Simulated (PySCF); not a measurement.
A structure optimised at PBE-D3(BJ)/def2-SVP, used in a PySCF frequency run:

```
Ti
Cl 1 2.1728
Cl 1 2.1728 2 109.47
Cl 1 2.1728 2 109.47 3 -120.00
Cl 1 2.1728 2 109.47 3 120.00
```

### Question
Write its SMILES, formula and point group.

### Answer
[Cl][Ti]([Cl])([Cl])[Cl], Cl4Ti, Td

### Question
What are its rotational constants (standard atomic weights)?

### Answer
1.1324, 1.1324, 1.1324 GHz
